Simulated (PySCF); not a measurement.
Isomers of C2H11NSi4, from PySCF, PBE0-D3(BJ)/def2-SVP geometry optimisation, gas phase. One conformer each, no zero-point energy, no frequencies.

Question: Which isomer lies lower at this level?
A. `[N:1]#[C:2][SiH2:3][SiH2:4][SiH2:5][CH2:6][SiH3:7]` with C2–Si3–Si4–Si5 -48°, Si3–Si4–Si5–C6 -165°, Si4–Si5–C6–Si7 -51°: A = 2240, B = 487.3, C = 447.2 MHz, dipole 3.81 D
B. `[N:1]#[C:2][CH2:3][SiH2:4][SiH2:5][SiH2:6][SiH3:7]` with C2–C3–Si4–Si5 -179°, C3–Si4–Si5–Si6 56°, Si4–Si5–Si6–Si7 180°: A = 2902, B = 392.8, C = 360.6 MHz, dipole 4.23 D

Answer: A. That is `[SiH3]C[SiH2][SiH2][SiH2]C#N`, 5.3 kcal/mol below the other.

| SMILES | mapped SMILES | E (Eh) | relative (kcal/mol) | relative (kJ/mol) | dipole (D) |
| --- | --- | --- | --- | --- | --- |
| N#C[SiH2][SiH2][SiH2]C[SiH3] | [N:1]#[C:2][SiH2:3][SiH2:4][SiH2:5][CH2:6][SiH3:7] | -1294.44062 | 0.0 | 0.0 | 3.81 |
| N#CC[SiH2][SiH2][SiH2][SiH3] | [N:1]#[C:2][CH2:3][SiH2:4][SiH2:5][SiH2:6][SiH3:7] | -1294.43214 | 5.3 | 22.2 | 4.23 |
